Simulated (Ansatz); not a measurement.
Calculated with Ansatz (gas phase, PBE0-D4/def2-TZVP geometries, no zero-point term in ΔE). CCSD(T)/CBS adds triple-zeta CCSD(T) − MP2 to the extrapolated MP2 energy (def2 sets, frozen cores). Functionals use def2-TZVPP. Elements past krypton have def2 core potentials. For Sn, W outer-core shells are correlated without core-valence functions, which leaves a few kJ/mol of doubt a bond. Each species was taken in one conformer, which may not be the lowest.

`C[O][W](=[O])([OH])=[S]` + `C[S][Sn][SH]` → `C[S][Sn][S]C` + `[O]=[W]([OH])([OH])=[S]`  (substitution at a C–O bond)

| level | ΔE (eV) |
| --- | --- |
| PBE0-D4 | -0.08 |
| SCS-MP2/def2-QZVPP | -0.05 |

Problem. What does CCSD(T)/CBS give? (Estimate.)

Solution. Ansatz gave: -0.08 eV. The listed levels differ from it by 0.00, 0.03 eV.

Largest T1 diagnostic among the species: 0.023, so the coupled-cluster value is less sure than usual.

In def2-TZVPP, CCSD(T) changes the Hartree–Fock value by −0.15 eV (the triples alone add −0.02 eV) and MP2 by −0.19 eV. The D4 term adds −0.05 eV with B3LYP and −0.03 eV with PBE0; it sums over pairs of atoms, weighted by their polarisabilities, and B3LYP, whose exchange is more repulsive, gets the larger term.

B3LYP here is the variant with VWN-RPA as its local correlation; programs differ in this.

CCSD(T)/CBS has its own doubt, a few kJ/mol and more with outer-core shells, so smaller differences from it don't rank the levels.
